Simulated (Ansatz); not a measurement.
CH$_{2}$BFO$_{2}$, SMILES `FB1OCO1`, relaxed with RKS PBE-D4/def2-SVP in Ansatz 0.2.0 from a rough embedded geometry. The force threshold is 0.03 eV/Å; the program also tests the step.

Charge 0, multiplicity 1.

Start:

```xyz
7

F    -0.215    1.623    1.914
B     0.183    0.965    0.675
O    -0.579    0.679   -0.586
C    -0.004   -0.677   -0.592
O     0.777   -0.392    0.509
H     0.597   -0.776   -1.524
H    -0.758   -1.422   -0.396
```

Q: How much energy does the relaxation release, and in how many steps? (Estimate.)

A: Ansatz gave: 155.92 kJ/mol, in 5 steps.

Q: Which bonds change most? (Estimate.)

A: The calculation gave: F1–B2 from 1.459 to 1.318 Å; B2–O3 from 1.501 to 1.390 Å; B2–O5 from 1.491 to 1.390 Å.

Q: Give the relaxed structure. (An estimate is asked.)

A: The calculation gave: 
```xyz
7

F     0.030    1.710    1.633
B     0.013    0.757    0.724
O    -0.710    0.660   -0.460
C    -0.010   -0.595   -0.568
O     0.712   -0.443    0.669
H     0.666   -0.625   -1.450
H    -0.702   -1.465   -0.547
```
